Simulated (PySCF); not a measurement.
C³⁺: interval between two levels

C³⁺ [He] 2s1 [2S1/2, M_J = 1/2] → C³⁺ [He] 2p1 [2P3/2, M_J = 3/2], as a difference of total energies. All numbers are calculated (PySCF 2.14, the two-component X2C-1e Hamiltonian, in x2c-SVPall-2c with one added diffuse shell of s type (4s2p1d, 15 functions)). Correlated levels: 1s2 frozen. "Screened" scales the spin-orbit matrix elements by Boettger's factors to mimic the two-electron term; Breit and QED terms are absent.

| method | interval between two levels (cm⁻¹) |
| --- | --- |
| GHF (spin-free) | 60938 |
| GMP2 (spin-free) | 60938 |
| GCCSD (spin-free) | 60938 |
| GCCSD(T) (spin-free) | 60938 |
| GHF (screened spin-orbit) | 60972 |
| GMP2 (screened spin-orbit) | 60972 |
| GCCSD (screened spin-orbit) | 60972 |
| GCCSD(T) (screened spin-orbit) | 60972 |
